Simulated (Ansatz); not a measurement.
`[CH3][Zn][Se]C`. The species carries charge 0 and has multiplicity 1.

```xyz
10

C    -0.367   -2.483   -0.043
Zn   -0.567   -0.607   -0.494
Se   -0.815    1.611   -1.041
C     0.505    2.385    0.197
H     0.466   -2.621    0.650
H    -1.274   -2.865    0.429
H    -0.168   -3.074   -0.940
H     1.503    2.010   -0.014
H     0.233    2.185    1.231
H     0.483    3.460    0.024
```

(1) What are the harmonic wavenumbers in cm⁻¹ at PBE0-D4/def2-TZVP (Ansatz, finite differences of forces, unscaled)? (Best estimate.)

Answers

(1) Ansatz gave: 7i, 81, 86, 114, 154, 270, 571, 600, 681, 686, 906, 921, 1194, 1304, 1446, 1447, 1470, 1471, 3051, 3080, 3138, 3142, 3175, 3182.
